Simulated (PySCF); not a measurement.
C2H7N2, multiplicity 2. Atoms are numbered in the order given.

```xyz
11

N      1.5285    -0.2686     0.2099
C      0.6375     0.7201    -0.1981
C     -0.7294     0.2528    -0.5790
N     -1.2759    -0.6079     0.4784
H      1.0536    -1.0110     0.7234
H      2.3662     0.0558     0.6840
H      1.0660     1.5965    -0.6942
H     -1.3558     1.1342    -0.8286
H     -0.6967    -0.3698    -1.5019
H     -1.5176    -0.0425     1.2937
H     -2.1322    -1.0657     0.1677
```
Charge 0, spin multiplicity 2.

Coordinates come from a B3LYP-D3(BJ)/def2-SVP optimisation. The isomer is the one that the SMILES or the coordinates give; other isomers of the formula were not compared. One conformer was computed; it need not be the lowest.

The numbers are results of PBE/def2-TZVP in PySCF, not measurements.

Isolated molecule, no solvent.

Question: Estimate the frontier levels, dipole moment and polarisability. (Estimate from the structure and the level; the computed values follow.)

Answer: 
The α spin, highest occupied and lowest empty level comes out as -2.85 and 0.29 eV and the β spin, highest occupied and lowest empty level comes out as -5.48 and -1.35 eV. The dipole moment is 0.182 e·Å and the quadrupole, principal values (traceless, Buckingham form, about the centre of nuclear charge) is -4.86, -1.68, 6.54 D·Å. The mean static polarisability comes out as 46.9 bohr³ (6.96 Å³) and the polarisability, principal values is 39.8, 45.8, 55.3 bohr³. The ⟨S²⟩ is 0.753 (pure state 0.75).
